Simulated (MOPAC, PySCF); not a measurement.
C$_{8}$H$_{7}$Al, SMILES `c12ccccc1=[CH][AlH][CH]=2`, neutral singlet in the gas phase. 

Z-matrix (Å, degrees):
```
C
C 1 1.3771
H 2 1.1012 1 118.70
C 1 1.4598 2 123.95 3 0.04
C 4 1.3655 1 121.70 2 -180.00
H 5 1.1011 4 120.18 1 -179.98
H 4 1.1013 5 120.73 6 0.02
C 5 1.4562 6 118.74 4 -179.99
C 8 1.3655 5 121.08 6 179.99
H 8 1.1011 9 120.18 5 179.99
H 9 1.1013 8 120.73 10 -0.02
C 9 1.4598 11 117.57 8 -179.99
C 12 1.3771 9 123.95 11 -0.02
H 13 1.1012 12 118.70 9 -0.04
Al 2 1.9626 3 136.89 1 -179.91
H 15 1.5981 2 133.25 3 -0.07
```
Charge 0, spin multiplicity 1.

All levels are single points at this geometry (PBE-D3(BJ)/def2-SVP); Pople sets use spherical d functions. Orbital energies aren't observables, and empty levels follow the basis.

SVWN5/6-31G* in PySCF gives HOMO (eV) = -4.60.

Q: Estimate the HOMO (eV) from each of these levels: PBE-D3(BJ)/def2-TZVP in PySCF; B3LYP/3-21G in PySCF; B3LYP/6-311+G** in PySCF; B3LYP/6-31G* in PySCF; B3LYP/LANL2DZ in PySCF; BP86/6-31G* in PySCF; PBE/6-31G* in PySCF; HF/3-21G in PySCF; HF/6-31G* in PySCF; AM1 in MOPAC; PM3 in MOPAC; PM7 in MOPAC.

A: 
```json
[
 {"level": "PBE-D3(BJ)/def2-TZVP in PySCF", "HOMO (eV)": "-4.76"},
 {"level": "B3LYP/3-21G in PySCF", "HOMO (eV)": "-5.05"},
 {"level": "B3LYP/6-311+G** in PySCF", "HOMO (eV)": "-5.38"},
 {"level": "B3LYP/6-31G* in PySCF", "HOMO (eV)": "-5.03"},
 {"level": "B3LYP/LANL2DZ in PySCF", "HOMO (eV)": "-5.22"},
 {"level": "BP86/6-31G* in PySCF", "HOMO (eV)": "-4.52"},
 {"level": "PBE/6-31G* in PySCF", "HOMO (eV)": "-4.44"},
 {"level": "HF/3-21G in PySCF", "HOMO (eV)": "-6.90"},
 {"level": "HF/6-31G* in PySCF", "HOMO (eV)": "-6.86"},
 {"level": "AM1 in MOPAC", "HOMO (eV)": "-7.97"},
 {"level": "PM3 in MOPAC", "HOMO (eV)": "-8.09"},
 {"level": "PM7 in MOPAC", "HOMO (eV)": "-8.85"}
]
```
